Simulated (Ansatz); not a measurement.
Compare A (`C[C@H]1C[Si@H]1Cl`) with its isomer B (`C=C([SiH3])CCl`).

Computed with Ansatz on PBE0-D4/def2-TZVP structures; ΔE is electronic, products minus reactants. CCSD(T)/CBS is the MP2 limit (def2-TZVPP, def2-QZVPP) plus CCSD(T) − MP2 in def2-TZVPP, frozen cores. DFT in def2-TZVPP. B3LYP here is the variant with VWN-RPA as its local correlation; programs differ in this. One conformer a species, not always the lowest.

**Question.** Which isomer does CCSD(T)/CBS put lower? Give the gap. (An estimate is asked.)

**Answer.** Computed: A, by 26.9 kcal/mol.

**Question.** Give E(B) − E(A) in kcal/mol with ωB97M-V, CCSD/def2-TZVPP, PBE-D4, CCSD(T)/def2-TZVPP, B3LYP-D4, B3LYP, PBE0-D4. (Estimate.)

**Answer.** The calculation gave: ωB97M-V 28.8, CCSD/def2-TZVPP 26.2, PBE-D4 29.2, CCSD(T)/def2-TZVPP 26.0, B3LYP-D4 24.6, B3LYP 25.1, PBE0-D4 30.8. None reverses the order clearly.

Largest T1 diagnostic: 0.011.

In def2-TZVPP, CCSD(T) changes the Hartree–Fock value by +4.7 kcal/mol (the triples alone add −0.2 kcal/mol) and MP2 by +8.2 kcal/mol. From PBE to PBE0 (25 % exact exchange), in def2-TZVPP and without D4, E(B) − E(A) moves by +1.6 kcal/mol.
